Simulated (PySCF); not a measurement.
Br3Pb (SMILES [Br][Pb-]([Br])[Br]), charge -1, singlet, geometry from GFN2-xTB (such geometries of metal compounds can be far from the true shape) (core potentials on Pb), with bond 3-1 at 2.0 times its length; DF-SVWN5/def2-TZVP (PySCF).

PySCF was given this input:
```python
from pyscf import gto, scf, dft

mol = gto.M(
    atom='''
Pb    0.003814   -0.000152    0.643757
Br    0.600577   -2.355200   -0.506874
Br    3.466136    3.401120   -1.669036
Br   -2.344487    0.655071   -0.488718
''',
    basis='def2-tzvp',
    ecp={'Pb': 'def2-tzvp'},
    charge=-1,
    spin=0,
    verbose=4,
)

mf = dft.RKS(mol)
mf.xc = 'lda,vwn'
mf.DIIS = scf.EDIIS
mf = mf.density_fit(auxbasis='def2-universal-jkfit')
mf.kernel()
mf.analyze()
```

Output, abridged:

```
PySCF version 2.14.0

[INPUT] verbose = 4
[INPUT] num. atoms = 4
[INPUT] num. electrons = 128
[INPUT] charge = -1
[INPUT] spin (= nelec alpha-beta = 2S) = 0
[INPUT] symmetry False subgroup None
[INPUT] Mole.unit = angstrom
[INPUT] Symbol           X                Y                Z      unit          X                Y                Z       unit  Magmom
[...]
nuclear repulsion = 731.281194433954
number of shells = 64
number of NR pGTOs = 400
number of NR cGTOs = 194
basis = def2-tzvp
ecp = {'Pb': 'def2-tzvp'}

******** <class 'pyscf.df.df_jk.DFRKS'> ********
method = DFRKS
initial guess = minao
damping factor = 0
level_shift factor = 0
DIIS = <class 'pyscf.scf.diis.EDIIS'>
diis_start_cycle = 1
diis_space = 8
diis_damp = 0
SCF conv_tol = 1e-09
SCF conv_tol_grad = None
SCF max_cycles = 50
direct_scf = False
XC library pyscf.dft.libxc version 7.1.2
    S. Lehtola, C. Steigemann, M. J. T. Oliveira, and M. A. L. Marques,  SoftwareX 7, 1–5 (2018)
XC functionals = lda,vwn
    P. A. M. Dirac,  Math. Proc. Cambridge Philos. Soc. 26, 376 (1930)
    F. Bloch,  Z. Phys. 57, 545 (1929)
    S. H. Vosko, L. Wilk, and M. Nusair,  Can. J. Phys. 58, 1200 (1980)
radial grids:
    Treutler-Ahlrichs [JCP 102, 346 (1995); DOI:10.1063/1.469408] (M4) radial grids

becke partition: Becke, JCP 88, 2547 (1988); DOI:10.1063/1.454033
pruning grids: <function nwchem_prune>
grids dens level: 3
symmetrized grids: False
atomic radii adjust function: <function treutler_atomic_radii_adjust>
small_rho_cutoff = 0
Set gradient conv threshold to 3.16228e-05
Initial guess from minao.
tot grids = 84504
init E= -7869.42603096535
[...]
cycle= 1 E= -7894.03188571692  delta_E= -24.6  |g|=  3.7  |ddm|= 11.2

WARN: HOMO -0.112108219516526 == LUMO -0.111981000524813

cycle= 2 E= -7648.81128203926  delta_E=  245  |g|= 17.7  |ddm|= 24.4
[...]
cycle= 3 E= -7715.88845005288  delta_E= -67.1  |g|= 14.8  |ddm|= 29.3
[...]
cycle= 4 E= -7880.72549819918  delta_E= -165  |g|= 8.61  |ddm|= 11.3
[...]
cycle= 5 E= -7880.72549819907  delta_E= 1.13e-10  |g|= 8.61  |ddm|= 3.66e-10
[...]
cycle= 6 E= -7880.72549820216  delta_E= -3.09e-09  |g|= 8.61  |ddm|= 1.02e-08
[...]
cycle= 7 E= -7880.72549820023  delta_E= 1.93e-09  |g|= 8.61  |ddm|= 6.39e-09
[...]
cycle= 8 E= -7880.72549844017  delta_E= -2.4e-07  |g|= 8.61  |ddm|= 7.91e-07
[...]
cycle= 9 E= -7880.72549808441  delta_E= 3.56e-07  |g|= 8.61  |ddm|= 1.17e-06
[...]
cycle= 10 E= -7880.72549819897  delta_E= -1.15e-07  |g|= 8.61  |ddm|= 3.78e-07

[...]
[...]
cycle= 30 E= -7119.48479263701  delta_E= -582  |g|= 36.9  |ddm|=  125

WARN: HOMO -3.58175142840322 == LUMO -3.5810647698411

cycle= 31 E= -7593.20856796581  delta_E= -474  |g|=   16  |ddm|=  115
[...]
cycle= 32 E= -7744.26169485894  delta_E= -151  |g|= 18.2  |ddm|=   75
[...]
cycle= 33 E= -7744.26169489604  delta_E= -3.71e-08  |g|= 18.2  |ddm|= 6.65e-08
[...]
cycle= 34 E= -7744.26169486149  delta_E= 3.46e-08  |g|= 18.2  |ddm|= 6.2e-08
[...]
cycle= 35 E= -7744.26169486178  delta_E= -2.91e-10  |g|= 18.2  |ddm|= 6.62e-10
[...]
cycle= 36 E= -7744.2616948611  delta_E= 6.84e-10  |g|= 18.2  |ddm|= 1.68e-09
[...]
cycle= 37 E= -7744.26169487252  delta_E= -1.14e-08  |g|= 18.2  |ddm|= 1.3e-08
[...]
cycle= 38 E= -6518.33401456627  delta_E= 1.23e+03  |g|= 23.9  |ddm|=  127
[...]
cycle= 39 E= -7072.87819579461  delta_E= -555  |g|= 28.7  |ddm|=  126
[...]
cycle= 40 E= -7548.39626971741  delta_E= -476  |g|=   17  |ddm|=  117
[...]
cycle= 41 E= -7755.23795595903  delta_E= -207  |g|= 18.9  |ddm|= 79.6
[...]
cycle= 42 E= -7755.2379599767  delta_E= -4.02e-06  |g|= 18.9  |ddm|= 8.29e-06
[...]
cycle= 43 E= -7755.23796018075  delta_E= -2.04e-07  |g|= 18.9  |ddm|= 4.36e-07
[...]
cycle= 44 E= -7755.23795997639  delta_E= 2.04e-07  |g|= 18.9  |ddm|= 4.36e-07
[...]
cycle= 45 E= -7755.23795999479  delta_E= -1.84e-08  |g|= 18.9  |ddm|= 3.61e-08
[...]
cycle= 46 E= -7755.23795997389  delta_E= 2.09e-08  |g|= 18.9  |ddm|= 4.14e-08
[...]
cycle= 47 E= -6507.82375865307  delta_E= 1.25e+03  |g|=   23  |ddm|=  125
[...]
cycle= 48 E= -7150.45184844401  delta_E= -643  |g|= 28.8  |ddm|=  126
[...]
cycle= 49 E= -7549.34230007593  delta_E= -399  |g|=   17  |ddm|=  116

WARN: HOMO -3.13290840780462 == LUMO -3.13290742335411

cycle= 50 E= -7738.0438999656  delta_E= -189  |g|= 18.3  |ddm|= 79.6
SCF not converged.
SCF energy = -7738.0438999656
**** SCF Summaries ****
Total Energy =                       -7738.043899965597120
Nuclear Repulsion Energy =             731.281194433954283
One-electron Energy =               -12628.902379835089960
Two-electron Energy =                 4159.577285435538215
Two-electron Coulomb Energy =         4455.148409786541379
DFT Exchange-Correlation Energy =     -295.571124351003050
HOMO-LUMO gap [eV] =                     0.000026788262761
**** MO energy ****
[...]
WARN: System has nonzero charge -1; the dipole moment is origin-dependent.
Location of origin: [0. 0. 0.]

Dipole moment(X, Y, Z, Debye): 85.69164, 122.82587, -168.35290
```

The run did not converge; its last values are not results.
